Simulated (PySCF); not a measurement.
Compound: AsBH4.
SMILES with atom numbers: `[BH2:1][AsH2:2]` (hydrogens: H3, H4 on B1; H5, H6 on As2)

Level of theory: PBE0-D3(BJ)/def2-SVP geometry optimisation, gas phase (PySCF).

(1) List the bond lengths and angles at this level.

Answers

(1) 
| bond | length (pm) | order |
| --- | --- | --- |
| B1–As2 | 198.2 | single |
| B1–H3, B1–H4 | 120.6 | single |
| As2–H5, As2–H6 | 151.5 | single |

Bonds in one row agree within 1 pm and their mean is given. Orders are formal, as drawn. A selection of angles:
| angle | degrees |
| --- | --- |
| As2–B1–H3 | 119.5 |
| H3–B1–H4 | 120.4 |
| B1–As2–H5 | 100.5 |
| H5–As2–H6 | 97.8 |

As2 (arsenic bonded to B and 2 H) is pyramidal (angles 100.5°, 100.4° and 97.8°, sum 298.7°, 0.77 Å off the plane of its three neighbours). B1 (three-coordinate boron) is planar (angles 120.4°, 119.5° and 119.5°, sum 359.4°, 0.06 Å off the plane of its three neighbours).

Point group: Cs (every atom within 0.08 Å of its image). Stationary, but not proved a minimum. The numbers are those of one conformer (H–B1–As2–H -45° and 145°).
